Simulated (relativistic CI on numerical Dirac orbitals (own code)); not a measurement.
Computed by Dirac-Coulomb-Breit CI, separate exchange-only KLI orbitals for each configuration, QED by a radiative potential, unscaled Slater integrals (own radial code, finite nucleus).

Configuration list (outside the closed core [Ne]): 3s2.3p6.3d7, 3s2.3p5.3d8, 3s2.3p4.3d9, 3s.3p6.3d8, 3p6.3d9, 3s.3p5.3d9, 3s2.3p6.3d6.4s, 3s2.3p6.3d6.4p, 3s2.3p4.3d8.4s, 3s2.3p6.3d6.4d, 3s2.3p4.3d8.4p, 3s2.3p5.3d7.4s, 3s2.3p6.3d6.4f, 3s2.3p4.3d8.4d, 3s.3p5.3d8.4s, 3s2.3p5.3d7.4p, 3s.3p5.3d8.4p, 3s2.3p5.3d7.4d, 3s2.3p6.3d5.4s2, 3s.3p5.3d8.4d, 3s.3p6.3d7.4s, 3p6.3d8.4s, 3s2.3p6.3d5.4s.4p, 3s2.3p5.3d7.4f, 3p6.3d8.4p, 3s.3p6.3d7.4p, 3s2.3p6.3d6.5s, 3s2.3p6.3d5.4p2, 3s2.3p6.3d6.5p, 3p6.3d8.4d, 3s2.3p5.3d6.4s2, 3s2.3p6.3d6.5d, 3s2.3p6.3d6.5f, 3s.3p6.3d6.4s2, 3s2.3p5.3d7.5s, 3s2.3p6.3d6.6s. Levels of other configurations are missing.

At this charge energies of transitions that change n are usually good to better than 1 %, and those within a shell (Δn = 0) to a few per cent.

Outline of the computed level scheme of Yb XLVI. Lowest level of each configuration: 3s2.3p6.3d7 4F_9/2 at 0.000 eV; 3s2.3p5.3d8 4G°_11/2 at 366.822 eV.

Some strong electric-dipole decays among the lowest 45 levels: 3s2.3p5.3d8 4D°_7/2 → 3s2.3p6.3d7 4F_9/2 (1.7e+12 s⁻¹); 3s2.3p5.3d8 2F°_7/2 → 3s2.3p6.3d7 2H_9/2 (1.5e+12 s⁻¹); 3s2.3p5.3d8 4S°_3/2 → 3s2.3p6.3d7 4P_5/2 (1.4e+12 s⁻¹); 3s2.3p5.3d8 2P°_3/2 → 3s2.3p6.3d7 2D_5/2 (1.2e+12 s⁻¹); 3s2.3p5.3d8 2G°_9/2 → 3s2.3p6.3d7 2H_11/2 (1.2e+12 s⁻¹); 3s2.3p5.3d8 2P°_1/2 → 3s2.3p6.3d7 2P_3/2 (1.1e+12 s⁻¹); 3s2.3p5.3d8 4D°_5/2 → 3s2.3p6.3d7 4F_7/2 (1.0e+12 s⁻¹); 3s2.3p5.3d8 4F°_9/2 → 3s2.3p6.3d7 4F_9/2 (8.8e+11 s⁻¹).

LS names give the leading component of a level, which can be under half, so a name can repeat, a term be missing and a line seem to break the LS rules.
